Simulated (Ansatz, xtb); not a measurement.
**C5H7BrO: which of two isomers lies lower**

We compare I, `O=C(Br)C1CCC1`, a singlet, with II, `O=C1CC[C@H](Br)C1`, a singlet. Both are isolated molecules in the gas phase, relaxed with r2SCAN-D4/def2-SVP; the shapes shown needn't be the lowest conformers.

I (Å):

| atom | x (Å) | y (Å) | z (Å) |
| --- | --- | --- | --- |
| C | -0.0125 | -1.8261 | -1.2881 |
| C | 0.0236 | -0.5049 | -0.5938 |
| C | 0.5111 | -0.4915 | 0.8852 |
| C | -0.6096 | 0.5348 | 1.1781 |
| C | -1.3169 | 0.1064 | -0.1285 |
| Br | 1.8501 | -2.5249 | -1.5623 |
| O | -0.9487 | -2.4653 | -1.6273 |
| H | 0.6279 | 0.1876 | -1.2034 |
| H | 1.5575 | -0.2037 | 1.0615 |
| H | 0.3224 | -1.4615 | 1.3718 |
| H | -0.2340 | 1.5684 | 1.1172 |
| H | -1.1662 | 0.4178 | 2.1202 |
| H | -1.7617 | 0.8868 | -0.7640 |
| H | -2.0644 | -0.6844 | 0.0383 |

II (Å):

| atom | x (Å) | y (Å) | z (Å) |
| --- | --- | --- | --- |
| C | 1.0602 | -0.7496 | -1.6171 |
| C | -0.2571 | 0.0269 | -1.6219 |
| C | -0.5242 | 0.3568 | -0.1490 |
| C | 0.0956 | -0.8369 | 0.5823 |
| C | 1.3907 | -1.1146 | -0.1651 |
| Br | 0.3448 | -0.5058 | 2.5006 |
| O | 1.7267 | -1.0260 | -2.5819 |
| H | -1.0270 | -0.6533 | -2.0321 |
| H | -0.2068 | 0.8926 | -2.2997 |
| H | 0.0165 | 1.2740 | 0.1403 |
| H | -1.5852 | 0.5009 | 0.1011 |
| H | -0.5756 | -1.7089 | 0.5415 |
| H | 1.7879 | -2.1357 | -0.0728 |
| H | 2.1838 | -0.4199 | 0.1688 |

Estimate which is lower in electronic energy at CCSD(T)/def2-SVP + ΔMP2/def2-TZVPP, and by roughly how much.

The CCSD(T)/def2-SVP + ΔMP2/def2-TZVPP calculation puts structure II lower, by 15.6 kcal/mol.

The same difference at several levels:

```tsv
level	geometry	E(II) − E(I) (kcal/mol)	departure from the last row (kcal/mol)	job, with rough time for the two
GFN2-xTB	GFN2-xTB	−11.3	+4.3	optimisation, 0.33 s
HF/STO-3G	GFN2-xTB	−20.6	−5.0	single point, 0.5 s
r2SCAN-D4/def2-SVP//GFN2-xTB	GFN2-xTB	−13.6	+2.0	single point, 5.1 s
r2SCAN-D4/def2-SVP	r2SCAN-D4/def2-SVP	−12.8	+2.8	optimisation, 74 s
HF/def2-SVP	r2SCAN-D4/def2-SVP	−19.0	−3.4	part of the CCSD(T) run
MP2/def2-SVP	r2SCAN-D4/def2-SVP	−13.5	+2.1	part of the CCSD(T) run
CCSD(T)/def2-SVP	r2SCAN-D4/def2-SVP	−14.2	+1.4	single point
CCSD(T)/def2-SVP + ΔMP2/def2-TZVPP	r2SCAN-D4/def2-SVP	−15.6		single point, 2.1 min
```

As drawn, both hold the same kinds of bond in the same numbers. Structure I has a 4-membered ring, II a 5-membered ring.

The levels shown agree on the order. The largest departure from CCSD(T)/def2-SVP + ΔMP2/def2-TZVPP is that of HF/STO-3G, 5.0 kcal/mol. The last row adds to CCSD(T) the change of the MP2 difference between the two basis sets, here −1.4 kcal/mol.

With thermal terms from frequencies at re-optimised GFN2-xTB minima (ideal gas, soft modes damped towards free rotors, one conformer each, 298.15 K, 1 atm): the zero-point term adds 0.0 kcal/mol; ΔH is −15.9 and ΔG −14.9 kcal/mol.

The correlated steps freeze 15 core orbitals; the filled d shell of Br is correlated, in a basis made for valence electrons. Mirror images aren't counted in ΔG. Codes used: Ansatz 0.2.0, xtb 6.7.1; the last row on 4 threads of Arm Neoverse V1 on a shared host.
